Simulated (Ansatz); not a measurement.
Stepwise reaction of `O[Si](O)(Br)Br` with hydrogen, as a gas-phase model of exchange steps in deposition or etching. ΔE in kJ/mol; ΔG adds harmonic PBE0-D4 terms to CCSD(T)/CBS, at 1 bar.

Isolated molecules relaxed with PBE0-D4/def2-TZVP in Ansatz; ΔE leaves out vibrations. CBS: MP2 limit from def2 TZ/QZ plus the TZ coupled-cluster correction, frozen cores. This one scheme is used for every species. DFT in def2-TZVPP. B3LYP here is the variant with VWN-RPA as its local correlation; programs differ in this. For Br outer-core shells are correlated without core-valence functions, which leaves a few kJ/mol of doubt a bond. Scalar relativity is left out up to krypton. One conformer a species, not always the lowest.

```
step                               reaction  PBE-D4  B3LYP-D4  ωB97M-V  CCSD(T)/CBS  ΔG(500 K)
   2  `O[SiH](O)Br` + H₂ → `O[SiH2]O` + HBr    91.3      87.7     90.0         90.3       88.2
```

Give the row of step 1, `O[Si](O)(Br)Br` + H₂ → `O[SiH](O)Br` + HBr. (An estimate is asked.)

The calculation gave: 
```json
{"step": "1", "reaction": "`O[Si](O)(Br)Br` + H₂ → `O[SiH](O)Br` + HBr", "PBE-D4": "72.8", "B3LYP-D4": "69.3", "ωB97M-V": "70.9", "CCSD(T)/CBS": "72.5", "ΔG(500 K)": "66.0"}
```

By hand: ΔE of the 2 steps together at CCSD(T)/CBS.

(72.5) + (90.3) = 162.8 kJ/mol, or 81.4 kJ/mol a step.

In ΔE each step is higher than the one before. All are uphill at CCSD(T)/CBS. ΔG lies between 66.0 and 88.2 kJ/mol a step. PBE-D4 differs from CCSD(T)/CBS by 0.3 to 1.0 kJ/mol a step. Isolated molecules leave out the surface, adducts and barriers. Largest T1 diagnostic: 0.011.
